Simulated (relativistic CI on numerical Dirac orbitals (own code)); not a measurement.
**One change at a time: Rh XXXVIII**

Base calculation: Dirac-Coulomb-Breit CI, orbitals from a KLI potential per configuration, QED by a radiative potential, unscaled Slater integrals.

Configurations in the expansion (outside the closed core 1s2): 2s2 2p4, 2s 2p5, 2p6, 2p5 3s, 2p5 3p, 2p5 3d, 2s2 2p3 3s, 2s2 2p3 3p, 2s2 2p3 3d, 2s 2p4 3s, 2s 2p4 3p, 2s 2p4 3d, 2s2 2p3 4s, 2s2 2p3 4p, 2s2 2p3 4d, 2s2 2p3 4f, 2s 2p4 4s, 2s 2p4 4p, 2s 2p4 4d, 2s 2p4 4f, 2s2 2p2 3s2, 2s2 2p2 3s 3p, 2s2 2p3 5s, 2s2 2p3 5p, 2s2 2p3 5d, 2s2 2p3 5f, 2s2 2p3 5g, 2s2 2p2 3p2, 2s2 2p2 3s 3d, 2s2 2p2 3p 3d, 2s 2p3 3s2, 2s2 2p2 3d2, 2s 2p3 3s 3p, 2s 2p3 3p2, 2s 2p3 3s 3d, 2s 2p4 5s. Levels of other configurations are missing.

Variants: (1) one mean potential for all configurations; (2) non-relativistic limit. Shifts of the energy above 2s2 2p4 3P_2, in eV, for the lowest level and the first level of each name with at least 55 % of one term (blank where a level changes its place among those of its configuration and J or its character, or is not in the variant):

```
           Level     Base   Δ(1)     Δ(2)
    2s2 2p4 3P_2     0.00   0.00     0.00
    2s2 2p4 1S_0    28.80  -0.01         
    2s2 2p4 3P_1   146.52  +0.03  -146.52
    2s2 2p4 1D_2   161.49  +0.03  -137.81
    2s2 2p4 3P_0   318.78  +0.07         
    2s 2p5 3P°_2   352.86  +0.06  -161.65
    2s 2p5 3P°_1   392.42  +0.06  -201.22
    2s 2p5 3P°_0   505.77  +0.07  -314.56
    2s 2p5 1P°_1   536.46  +0.06  -276.82
        2p6 1S_0   776.27  +0.25  -329.50
 2s2 2p3 3p 3P_0  3117.17  +0.49   -46.63
2s2 2p3 3s 3D°_3  3140.26  +0.77   -99.20
2s2 2p3 3s 1D°_2  3145.08  +0.68   -97.14
2s2 2p3 3s 3P°_0  3164.70  +0.64  -105.85
2s2 2p3 3s 3P°_1  3165.93  +0.61  -107.08
 2s2 2p3 3p 3D_1  3221.28  +0.65  -128.07
 2s2 2p3 3p 3F_4  3243.41  +0.77  -145.20
  2s 2p4 3s 5P_3  3297.02  +0.51  -131.10
  2s 2p4 3s 3P_2  3312.80  +0.65
```

At this charge energies of transitions that change n are usually good to better than 1 %, and those within a shell (Δn = 0) to a few per cent.

Ionisation energy from the two ground configurations alone: base 5402.69 eV. The NIST ASD value (semi-empirical) is 5406 eV.

LS names give the leading component of a level, which can be under half, so a name can repeat, a term be missing and a line seem to break the LS rules.
